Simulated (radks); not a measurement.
Polarisability of the manganese ion Mn6+, [Ar] 3d1, at imaginary frequency. All-electron calculation, scalar-relativistic Kohn-Sham, LDA (Slater exchange, Perdew-Wang correlation), spin-polarised, spherical densities, finite nucleus; open shells are filled with parallel spins first; Fermi nuclear charge, rms radius 3.7057 fm. Program: a radial shooting solver on a logarithmic mesh with Libxc functionals. Response by self-consistent Sternheimer equations with the Hartree and adiabatic LDA kernel, the relativistic mass of each level held fixed and spin-orbit coupling left out.

| w (hartree) | alpha1(iw) (bohr^3) |
|---|---|
| 0.00266 | 0.7377 |
| 0.0143 | 0.7377 |
| 0.0360 | 0.7376 |
| 0.0697 | 0.7372 |
| 0.118 | 0.7362 |
| 0.186 | 0.7339 |
| 0.280 | 0.7290 |
| 0.413 | 0.7191 |
| 0.605 | 0.6992 |
| 0.892 | 0.6595 |
| 1.35 | 0.5838 |
| 2.12 | 0.4542 |
| 3.59 | 0.2798 |
| 6.94 | 0.1201 |
| 17.5 | 0.02980 |

Static values: alpha1 = 0.7377 bohr^3 (0.1093 angstrom^3; uncoupled 1.113). C6 = 1.143, triple-dipole C9 = 0.6103 atomic units. One-pole (London) frequency 4 C6 / (3 alpha1^2) = 2.800 hartree, against 3.945 for minus the highest occupied eigenvalue.
